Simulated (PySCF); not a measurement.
W(O)2(SH)2 (H2O2S2W), SMILES [O]=[W](=[O])([SH])[SH], multiplicity 1.

Geometry optimised at B3LYP-D3(BJ)/def2-SVP. The multiplicity is an assumed one; no other spin state was optimised. The structure was generated by enumeration; whether it is a known compound was not checked. The def2 effective core potentials stand for the cores of W; spin–orbit coupling is left out. One conformer was computed; it need not be the lowest.

Method: PySCF with B3LYP-D3(BJ)/def2-SVP.

Frequencies are harmonic and unscaled.

```json
[
 {"mode": "1", "ν (cm⁻¹)": "115", "IR (km/mol)": "0.2", "Raman (Å⁴/amu)": "5.6", "depolarisation": "0.73", "moving atoms (share of kinetic energy)": "S 80 %, W 13 %"},
 {"mode": "2", "ν (cm⁻¹)": "145", "IR (km/mol)": "2.3", "Raman (Å⁴/amu)": "1.6", "depolarisation": "0.75", "moving atoms (share of kinetic energy)": "O 45 %, S 32 %, W 19 %"},
 {"mode": "3", "ν (cm⁻¹)": "161", "IR (km/mol)": "8.1", "Raman (Å⁴/amu)": "5.7", "depolarisation": "0.75", "moving atoms (share of kinetic energy)": "O 55 %, H 28 %, S 17 %"},
 {"mode": "4", "ν (cm⁻¹)": "201", "IR (km/mol)": "10.4", "Raman (Å⁴/amu)": "1.0", "depolarisation": "0.75", "moving atoms (share of kinetic energy)": "O 73 %, S 17 %, W 8 %"},
 {"mode": "5", "ν (cm⁻¹)": "277", "IR (km/mol)": "11.9", "Raman (Å⁴/amu)": "3.8", "depolarisation": "0.67", "moving atoms (share of kinetic energy)": "H 61 %, O 31 %"},
 {"mode": "6", "ν (cm⁻¹)": "281", "IR (km/mol)": "24.5", "Raman (Å⁴/amu)": "1.9", "depolarisation": "0.75", "moving atoms (share of kinetic energy)": "H 93 %"},
 {"mode": "7", "ν (cm⁻¹)": "304", "IR (km/mol)": "1.0", "Raman (Å⁴/amu)": "2.9", "depolarisation": "0.37", "moving atoms (share of kinetic energy)": "O 72 %, S 20 %"},
 {"mode": "8", "ν (cm⁻¹)": "390", "IR (km/mol)": "52.9", "Raman (Å⁴/amu)": "2.6", "depolarisation": "0.75", "moving atoms (share of kinetic energy)": "S 69 %, W 25 %"},
 {"mode": "9", "ν (cm⁻¹)": "396", "IR (km/mol)": "8.1", "Raman (Å⁴/amu)": "19.4", "depolarisation": "0.11", "moving atoms (share of kinetic energy)": "S 68 %, W 15 %, O 14 %"},
 {"mode": "10", "ν (cm⁻¹)": "637", "IR (km/mol)": "8.0", "Raman (Å⁴/amu)": "12.8", "depolarisation": "0.62", "moving atoms (share of kinetic energy)": "H 93 %"},
 {"mode": "11", "ν (cm⁻¹)": "640", "IR (km/mol)": "28.7", "Raman (Å⁴/amu)": "7.4", "depolarisation": "0.75", "moving atoms (share of kinetic energy)": "H 92 %"},
 {"mode": "12", "ν (cm⁻¹)": "992", "IR (km/mol)": "142.0", "Raman (Å⁴/amu)": "7.3", "depolarisation": "0.75", "moving atoms (share of kinetic energy)": "O 88 %, W 11 %"},
 {"mode": "13", "ν (cm⁻¹)": "1028", "IR (km/mol)": "80.0", "Raman (Å⁴/amu)": "31.4", "depolarisation": "0.00", "moving atoms (share of kinetic energy)": "O 94 %"},
 {"mode": "14", "ν (cm⁻¹)": "2649", "IR (km/mol)": "9.4", "Raman (Å⁴/amu)": "44.9", "depolarisation": "0.75", "moving atoms (share of kinetic energy)": "H 97 %"},
 {"mode": "15", "ν (cm⁻¹)": "2650", "IR (km/mol)": "1.9", "Raman (Å⁴/amu)": "197.6", "depolarisation": "0.20", "moving atoms (share of kinetic energy)": "H 97 %"}
]
```
